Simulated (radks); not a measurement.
Excited configurations of I2+: one electron is placed in a higher orbital outside [Kr] 4d10 5s2 5p2. The ground configuration is [Kr] 4d10 5s2 5p3. Method: non-relativistic Kohn-Sham, PBE, spin-polarised, spherical densities, point nucleus; open shells are filled with parallel spins first (spin-orbit coupling, left out, can overturn this in heavy ions); relativity is left out, which matters for an element this heavy; computed with a radial shooting solver on a logarithmic mesh with Libxc functionals. Excitation = E - E(ground); binding = E(ion) - E, where the ion is the core of charge +3; n* = 3/sqrt(2 binding) in atomic units, and the quantum defect is n - n*.

outer orbital  excitation (eV)  binding (eV)  quantum defect  eigenvalue (eV)
4f                      19.548        10.594           0.600           -7.249
5d                      13.564        16.578           2.282          -13.152
5f                      23.138         7.005           0.819           -5.684
6s                      15.033        15.110           3.153          -12.848
6p                      17.756        12.386           2.856          -10.511
6d                      21.504         8.638           2.235           -7.301
6f                      25.336         4.807           0.953           -4.004
7s                      21.655         8.488           3.202           -7.340
7p                      22.818         7.325           2.911           -6.296
7d                      24.633         5.510           2.286           -4.706
7f                      26.663         3.480           1.068           -2.975

The Delta-SCF ionisation energy is 30.143 eV (NIST Atomic Spectra Database: 29.57 eV, measured). Self-interaction in the functional shifts the binding energies and quantum defects, so they are the method's values and not measured ones. Relativity is left out here, which matters for elements this heavy. Open shells are spherical and high-spin; term and fine-structure splittings are not resolved.
